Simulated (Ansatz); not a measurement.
Reaction (homolysis of the Si–Si bond): `CO[SiH2][SiH2]O` → `CO[SiH2]`• + `O[SiH2]`•

Gas-phase electronic energies from Ansatz, PBE0-D4/def2-TZVP geometries. CCSD(T)/CBS is the MP2 limit (def2-TZVPP, def2-QZVPP) plus CCSD(T) − MP2 in def2-TZVPP, frozen cores. This one scheme is used for every species. DFT in def2-TZVPP. B3LYP here is the variant with VWN-RPA as its local correlation; programs differ in this. No spin–orbit coupling; open shells (•) take unrestricted orbitals. Each species was taken in one conformer, which may not be the lowest.

| level | ΔE (kcal/mol) | difference from CCSD(T)/CBS |
| --- | --- | --- |
| PBE-D4 | 72.8 | -5.9 |
| r2SCAN-D4 | 71.3 | -7.4 |
| B3LYP-D4 | 73.3 | -5.4 |
| ωB97X-V | 79.0 | 0.3 |
| ωB97M-V | 78.3 | -0.4 |
| B2PLYP | 73.2 | -5.5 |
| PBE | 71.0 | -7.7 |
| r2SCAN | 70.7 | -8.0 |
| PBE0 | 72.8 | -5.9 |
| MP2/def2-TZVPP | 76.1 | -2.6 |
| SCS-MP2/def2-TZVPP | 76.9 | -1.8 |
| CCSD(T)/def2-TZVPP | 76.2 | -2.5 |
| MP2/def2-QZVPP | 77.4 | -1.3 |
| SCS-MP2/def2-QZVPP | 78.5 | -0.2 |
| MP2/CBS(def2) | 78.7 | 0.0 |
| CCSD/CBS(def2) | 77.6 | -1.1 |
| CCSD(T)/CBS | 78.7 | 0 |

Largest T1 diagnostic among the species: 0.015.

The D4 term adds +2.9 kcal/mol with B3LYP and +1.7 kcal/mol with PBE0; it sums over pairs of atoms, weighted by their polarisabilities, and B3LYP, whose exchange is more repulsive, gets the larger term. In def2-TZVPP, CCSD(T) changes the Hartree–Fock value by +19.3 kcal/mol (the triples alone add +1.1 kcal/mol) and MP2 by +19.2 kcal/mol; breaking electron pairs costs correlation energy, which Hartree–Fock lacks. From PBE to PBE0 (25 % exact exchange), in def2-TZVPP and without D4, ΔE moves by +1.8 kcal/mol.
